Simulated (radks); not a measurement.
The numbers below are computed, except where a source is named.
Isoelectronic series with 11 electrons, each ion in its NIST ground configuration. Level of theory: scalar-relativistic Kohn-Sham, PBEsol, spin-polarised, spherical densities, finite nucleus; open shells are filled with parallel spins first; Fermi nuclear charge, rms radius of each element as measured or else 0.836 A^(1/3) + 0.57 fm (a radial shooting solver on a logarithmic mesh with Libxc functionals). Total energies (hartree) and orbital eigenvalues (hartree) (* marks an orbital that is empty in some or all of the ions):

\begin{tabular}{lrrrrrr}
ion & configuration & E (hartree) & 3p up* & 3s up & 2p down & 2p up \\ \hline
Mg+ & [Ne] 3s1 & -199.56326 & -0.27459 & -0.43682 & -2.03638 & -2.04213 \\
Al2+ & [Ne] 3s1 & -241.29917 & -0.65555 & -0.89834 & -3.30497 & -3.31353 \\
Si3+ & [Ne] 3s1 & -287.20506 & -1.16147 & -1.48286 & -4.83686 & -4.84810 \\
P4+ & [Ne] 3s1 & -337.28130 & -1.78673 & -2.18584 & -6.62697 & -6.64080 \\
S5+ & [Ne] 3s1 & -391.53170 & -2.52860 & -3.00516 & -8.67295 & -8.68929 \\
Cl6+ & [Ne] 3s1 & -449.96209 & -3.38557 & -3.93969 & -10.97354 & -10.99236 \\
Ar7+ & [Ne] 3s1 & -512.57973 & -4.35676 & -4.98884 & -13.52808 & -13.54933 \\
K8+ & [Ne] 3s1 & -579.39295 & -5.44162 & -6.15228 & -16.33621 & -16.35987 \\
Ca9+ & [Ne] 3s1 & -650.41101 & -6.63983 & -7.42991 & -19.39780 & -19.42385 \\
Sc10+ & [Ne] 3s1 & -725.64402 & -7.95120 & -8.82171 & -22.71284 & -22.74127 \\
Ti11+ & [Ne] 3s1 & -805.10295 & -9.37561 & -10.32778 & -26.28143 & -26.31223 \\
V12+ & [Ne] 3s1 & -888.79951 & -10.91305 & -11.94827 & -30.10376 & -30.13692 \\
\end{tabular}
